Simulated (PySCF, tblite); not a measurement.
Isomers of C5H11NOSi3. Method: GFN2-xTB as coded in tblite; computed harmonic values from a numerical Hessian at the method's own geometry, unscaled. Errors from tens to a few hundred cm⁻¹ against measured bands are possible. Modes of hydrogen on silicon can be 10 to 20 % off. One conformer each.

Electronic energies: PBE0/pcSseg-1 single points on the GFN2-xTB geometries (PySCF, gas phase).

| SMILES | electronic energy, lowest = 0 (kcal/mol) |
| --- | --- |
| C=C(C)O[Si@@H]1[SiH2]C[Si@H]1C#N | 46.5 |
| CC#C[SiH2]O[Si@@H]1C=C[SiH2]N1 | 0.0 |
| C=C(C)O[Si@@H]1[SiH2]C[Si@@H]1C#N | 49.0 |

**Question.** How do GFN2-xTB zero-point energies change the relative energies?

**Answer.** 
```
                           SMILES  ZPE (kcal/mol)  of it from modes above 1550 cm⁻¹  electronic (kcal/mol)  with ZPE, lowest = 0 (kcal/mol)  lowest mode (cm⁻¹)  rings
   CC#C[SiH2]O[Si@@H]1C=C[SiH2]N1            87.5                              48.0                    0.0                              0.0                 16i      1
 C=C(C)O[Si@@H]1[SiH2]C[Si@H]1C#N            88.5                              48.7                   46.5                             47.5                  28      1
C=C(C)O[Si@@H]1[SiH2]C[Si@@H]1C#N            88.9                              48.8                   49.0                             50.3                  22      1
```

The zero-point energies span 1.4 kcal/mol, from `CC#C[SiH2]O[Si@@H]1C=C[SiH2]N1` to `C=C(C)O[Si@@H]1[SiH2]C[Si@@H]1C#N`. Slightly imaginary modes are left out of the zero-point energy: `CC#C[SiH2]O[Si@@H]1C=C[SiH2]N1` 16.2i cm⁻¹. The order is unchanged.

**Question.** And how do the electronic energies of GFN2-xTB itself compare?

**Answer.** `CC#C[SiH2]O[Si@@H]1C=C[SiH2]N1` 0.0; `C=C(C)O[Si@@H]1[SiH2]C[Si@H]1C#N` 76.5; `C=C(C)O[Si@@H]1[SiH2]C[Si@@H]1C#N` 75.9 kcal/mol, lowest = 0. Against the energies above, taken from the same isomer `CC#C[SiH2]O[Si@@H]1C=C[SiH2]N1`, the largest difference is 30.0 kcal/mol.
